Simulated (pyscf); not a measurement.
Structures and frequencies: ωB97X-D3(BJ)/def2-SVP in PySCF. MP2 and CC: frozen core, UHF for open shells. ΔMP2 is the change of the MP2 total energy from the triple- to the quadruple-zeta basis.

Task: For :HSi–O–AsH₂ [singlet] -> cyclic H₃AsOSi (SMILES O1[SiH2][AsH]1), a rearrangement (singlet surface; As–H broken, As–Si, H–Si formed), PBE/def2-TZVP gives ΔE‡ = 20.7 kJ/mol and ΔE = -82.0 kJ/mol (zero: the reactant's lowest minimum found). In which direction and how far do r²SCAN/def2-TZVP, PBE0-D3(BJ)/def2-TZVP, CCSD(T)/def2-TZVPP + ΔMP2(QZVPP) move these?

Result: r²SCAN: ΔE‡ = 28.7 kJ/mol, ΔE = -90.7 kJ/mol; PBE0-D3(BJ): ΔE‡ = 43.9 kJ/mol, ΔE = -79.8 kJ/mol; CCSD(T): ΔE‡ = 56.2 kJ/mol, ΔE = -68.3 kJ/mol. PBE's barrier lies under all of them, by 8.0 to 35.5 kJ/mol. Its reaction energy lies among theirs. :HSi–O–AsH₂ [singlet] lies 71.5 kJ/mol over its isomer HO–Si:–AsH₂ [singlet], and others may lie lower still (electronic energy, ωB97M-D3(BJ)). One saddle was located; it need not be the lowest between these sides. One closed-shell reference is unstable to symmetry breaking; treat the single-reference values with care. The CCSD(T) − MP2 part came from Ansatz, without density fitting, on the same reference. The frozen core leaves the outer d or s,p core shells of the metals and heavy elements correlated in the MP2 and CC values, and def2-TZVPP describes them poorly, which can shift differences by a few kcal/mol. Elements up to Kr have no core potential and no relativistic terms here.
